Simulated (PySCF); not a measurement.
# Effect of structural changes

The calculation used quadratic response CAM-B3LYP/aug-cc-pVDZ first hyperpolarisability, Taylor convention, gas phase in PySCF. Geometry: PBE0-D3(BJ)/def2-SVP.

Each molecule in one low-energy conformer.

Q: How does the norm of the vector part βᵢ = ⅓ Σⱼ (βᵢⱼⱼ + βⱼᵢⱼ + βⱼⱼᵢ) of the static first hyperpolarisability change along this series?
- C#CC=C=C([SiH3])C#C (H replaced by SiH3)
- C#CC=C=C(C#C)C#N (H replaced by CN)
- C#CC=C=C(C#C)OC (H replaced by OCH3)

A: 
| molecule | static β vector norm (au) | static β HRS (au) | S1 (eV) |
| --- | --- | --- | --- |
| C#CC=C=C([SiH3])C#C | 100 | 47 | 4.71 |
| C#CC=C=C(C#C)C#N | 123 | 56 | 4.62 |
| C#CC=C=C(C#C)OC | 121 | 60 | 3.99 |

The norm of the vector part βᵢ = ⅓ Σⱼ (βᵢⱼⱼ + βⱼᵢⱼ + βⱼⱼᵢ) of the static first hyperpolarisability is lowest for C#CC=C=C([SiH3])C#C and highest for C#CC=C=C(C#C)C#N.
